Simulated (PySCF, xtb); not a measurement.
C2H7AlClN, SMILES C[N](C)[AlH][Cl]. One conformer was computed; it need not be the lowest.

Harmonic wavenumbers (cm⁻¹) from xtb 6.7.1 with GFN2-xTB at its own minimum, in rising order: 72, 100, 210, 215, 256, 288, 338, 440, 524, 609, 703, 983, 1041, 1089, 1126, 1175, 1259, 1403, 1413, 1469, 1475, 1497, 1504, 1876, 2891, 2896, 2918, 2926, 2969, 2982.

### Question
What does PBE-D3(BJ)/def2-SVP (PySCF 2.14.0) give at its own minimum? (The exact figures need the calculation; the answer reports its results.)

### Answer
89, 119, 205, 250, 251, 293, 352, 433, 503, 608, 682, 997, 1052, 1072, 1125, 1198, 1264, 1379, 1398, 1404, 1409, 1426, 1451, 1934, 2896, 2902, 2947, 2957, 3033, 3054. Paired by order, the mean absolute difference is 26 cm⁻¹ and the zero-point energies are 55.2 and 55.3 kcal/mol.
